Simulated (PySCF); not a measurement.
**Computed data sheet: `CC(=O)C#C[Si@H](N)[SiH3]`**

C₄H₉NOSi₂.
Numbering: `[CH3:1][C:2](=[O:3])[C:4]#[C:5][Si@H:6]([NH2:7])[SiH3:8]` (hydrogens: H9, H10, H11 on C1; H12 on Si6; H13, H14 on N7; H15, H16, H17 on Si8)

Structural features include: ketone, alkyne, Si–H bond and C–Si bond.

From GFN2-xTB geometry:

| Property | Result |
| --- | --- |
| Point group of the GFN2-xTB geometry | C1 |
| Rotational constants A, B, C of the GFN2-xTB geometry | 2.471, 0.534, 0.495 GHz |

**CAM-B3LYP/def2-SVPD ground state and vertical TDDFT (core frozen in the response) (PySCF)**

| Quantity | Value |
| --- | --- |
| Dipole moment | 2.41 D |
| HOMO energy | -9.17 eV |
| LUMO energy | -0.84 eV |
| HOMO–LUMO gap | 8.33 eV |
| Lowest singlet excitation | 3.99 eV (311 nm, f = 0.000) |
| Strongest line among the 8 lowest singlet transitions | S3 at 5.44 eV (228 nm, f = 0.165) |
| Lowest triplet excitation (Tamm–Dancoff) | 3.45 eV |
| Static isotropic polarisability | 116.7 au |
| Electronic spatial extent ⟨r²⟩ about the centre of nuclear charge | 2306 bohr² |

**PBE0/pcSseg-1 ground state and GIAO shieldings, non-relativistic (PySCF)**

| Quantity | Value |
| --- | --- |
| Lowest Hirshfeld atomic charge | -0.31 e on N7 |
| Highest Hirshfeld atomic charge | +0.33 e on Si6 |
| 13C chemical shifts (computed TMS as zero) by class | 188.2 (C2), 108.5 (C4), 104.7 (C5), 36.7 (C1) ppm |
| 1H chemical shifts (computed TMS as zero) by class | 5.09 (H12), 3.52 (H15/H16/H17), 2.31 (H9/H10/H11), 0.58 (H13/H14) ppm |
| Isotropic shieldings of nuclei other than C and H, by class | 250 (N7), -377 (O3), 408 (Si6), 462 (Si8) ppm |
| Mayer bond orders between heavy atoms | C1–C2 1.03, C2–O3 1.98, C2–C4 0.95, C4–C5 2.45, C5–Si6 0.86, Si6–N7 1.08, Si6–Si8 0.90 |

Monoisotopic mass (most abundant isotopes): 143.0223 u.

The dipole equals about 8.0 × 10⁻³⁰ C·m (1 D = 3.33564 × 10⁻³⁰ C·m). The 8 singlets span 3.99 to 7.05 eV, and their oscillator strengths add up to 0.44. The largest Löwdin shares of the LUMO are 0.22 on O3, 0.21 on C2, 0.19 on C5 and 0.15 on C4. The vertical singlet–triplet gap S1 − T1 is 0.54 eV (TDDFT singlet less Tamm–Dancoff triplet; S1: HOMO→LUMO, weight 0.51, beside HOMO−1→LUMO, weight 0.30; T1: HOMO→LUMO, weight 0.47, beside HOMO−1→LUMO, weight 0.31). S1 lies 4.34 eV below the HOMO–LUMO gap; its leading configuration is HOMO→LUMO, weight 0.51, beside HOMO−1→LUMO, weight 0.30. With B = h/(8π²I), that is 505.379 GHz u Å² over I, the principal moments of inertia are 204.5, 946.7 and 1021.1 u Å² (most abundant isotopes). The polarisability is 17.30 Å³ as a volume (1 au = 0.148185 Å³), or 1.54 au for each of the 76 electrons.

Isolated species at its GFN2-xTB geometry (one conformer only). GFN2-xTB frequencies show an imaginary mode (20i cm⁻¹), so this geometry is no minimum at that level. NMR classes are plain means over equivalent atoms (diastereotopic ones count apart unless rotation or inversion swaps them), as if these changed places fast; in this geometry the members of some classes differ.

The values belong to the conformer `[CH3:1][C:2](=[O:3])[C:4]#[C:5][Si@H:6]([NH2:7])[SiH3:8]`: H–N7–Si6–C5 61°, H–N7–Si6–C5 -78°.
